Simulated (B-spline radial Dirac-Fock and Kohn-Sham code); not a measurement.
**Au: scattering cross sections and density moments**

System: neutral gold, configuration [Xe] 4f14 5d9 6s1 6p1 (not the ground configuration).

Input file task.json (cfg lists n, l and occupation; rrms is the nuclear radius in fm):

```json
{"items": [{
  "Z": 79,
  "q": 0,
  "cfg": [[1, 0, 2], [2, 0, 2], [2, 1, 6], [3, 0, 2], [3, 1, 6], [3, 2, 10], [4, 0, 2], [4, 1, 6], [4, 2, 10], [4, 3, 14], [5, 0, 2], [5, 1, 6], [5, 2, 9], [6, 0, 1], [6, 1, 1]],
  "A": 197,
  "rrms": 5.4371,
  "do": ["scatter"],
  "s": [0.0, 0.05, 0.1, 0.15, 0.2, 0.25, 0.3, 0.35, 0.4, 0.45, 0.5, 0.6, 0.7, 0.8, 0.9, 1.0, 1.1, 1.2, 1.4, 1.6, 1.8, 2.0, 2.5, 3.0, 3.5, 4.0, 5.0, 6.0],
  "pz": [0, 0.1, 0.2, 0.3, 0.4, 0.5, 0.6, 0.8, 1.0, 1.2, 1.4, 1.6, 1.8, 2.0, 2.5, 3.0, 4.0, 5.0, 7.0, 10.0, 15.0, 20.0, 30.0, 40.0, 60.0, 100.0],
  "hv_scatter": [1000, 2000, 10000, 17479.3, 20000, 100000, 500000, 1000000]
}]}
```

Run with: `python xray_run.py task.json out`

Method: Dirac-Fock orbitals of the configuration average with a finite nucleus. Computed with a radial B-spline solver.

* Sum of ⟨r⟩: 47.88 bohr
* Sum of ⟨r²⟩: 75.57 bohr²
* Sum of ⟨1/r⟩: 606.71 per bohr
* Langevin diamagnetic susceptibility: -59.8 × 10⁻⁶ cm³/mol
* Lamb shielding (α²/3)Σ⟨1/r⟩: 10770 ppm

Coherent scattering is the Thomson cross section weighted by f₀², without anomalous dispersion; incoherent scattering is Klein-Nishina weighted by S. The Lamb formula is the non-relativistic shielding expression. Electron correlation is left out.

| hν (keV) | coherent (b) | incoherent (b) | incoherent per electron (b) |
| --- | --- | --- | --- |
| 1 | 3988 | 1.234 | 0.0156 |
| 2 | 3653 | 3.205 | 0.0406 |
| 10 | 1580 | 15.27 | 0.193 |
| 17.4793 | 866.2 | 21.60 | 0.273 |
| 20 | 732.6 | 23.15 | 0.293 |
| 100 | 66.18 | 33.07 | 0.419 |
| 500 | 3.524 | 22.31 | 0.282 |
| 1000 | 0.9190 | 16.53 | 0.209 |

Incoherent scattering overtakes coherent scattering between 100 and 500 keV.
